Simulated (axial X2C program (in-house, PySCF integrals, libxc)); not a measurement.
## What spin–orbit coupling does to SrC

Computed with an in-house all-electron X2C program for linear molecules (integrals from PySCF). Spin-free means the one-electron spin-free X2C Hamiltonian; two-component (2c) means X2C with spin–orbit coupling and atomic mean-field two-electron Coulomb and Gaunt terms, so the difference of the two also holds small scalar two-electron terms. Basis: Sr dyall-cv3z [13s12p8d5f1g], C dyall-v3z [7s6p2d1f] (cores contracted in-house); Gaussian nuclei, density fitting, unrestricted open shells. Masses: Sr 87.906 u, C 12.000 u.

Spin-free state: M_S = 2, Λ = 0 (beyond evenly filled blocks: 2 × σα, π+α, π-α); fragments Sr + C.

| level | Re (Å) | ωe (cm⁻¹) | μ (D) |
| --- | --- | --- | --- |
| HF | 2.466 | 432.7 | -3.73 |
| MP2 | 2.411 | 441.1 | n/a |
| CCSD | 2.423 | 436.7 | n/a |
| PBE | 2.391 | 433.2 | -3.73 |

Correlated methods: 14 electrons correlated (number of frozen shells: Sr 3 s, 2 p, 1 d; C 1 s), 234 virtual spin orbitals or spinors in MP2, 90 natural virtuals in coupled cluster.

Dipoles are positive if C is the positive end.

Two-component determinant lowest at the distance of the search:

Ω = 2 (⟨Sz⟩ = 2.00, ⟨Lz⟩ = 0.00 at HF); fragments Sr + C.

```
level  Re (Å)  ωe (cm⁻¹)  μ (D)
   HF   2.466      432.7  -3.73
  MP2   2.411      441.1    n/a
 CCSD   2.423      436.8    n/a
  PBE   2.391      433.2  -3.73
```

From the two tables, how do the constants change at the CCSD level (2c against spin-free)?

At the CCSD level Re is unchanged within 0.001 Å and ωe stays the same within 0.2 cm⁻¹.

One determinant describes the state; a PBE0 search over occupations chose it and may have missed a lower one. De is not given where an atomic determinant may have missed its ground term or J level, or where the truncated virtual space spoils (T). Density functionals use the spin component along the axis (collinear). CCSD ran in a truncated set of natural virtual spinors with an MP2 remainder; without triples it tends to underbind. Other states lie close and PBE0, whose exact exchange favours high spin, may order them wrongly; the determinant shown need not be the ground state. The nearest other spin-free determinant of the search, M_S = 1, Λ = 0, lies 0.68 eV up at the distance of the search. Without a current term, density functionals place determinants with orbital angular momentum somewhat too high. The spin of this state cannot come from the lowest atoms; the curve heads to a higher limit, and no De is given. With several unpaired electrons one determinant need not be a pure state. Open-shell Ω = 0 determinants with evenly filled partner blocks cannot be reached by this program, so the Ω shown need not be the lowest component.
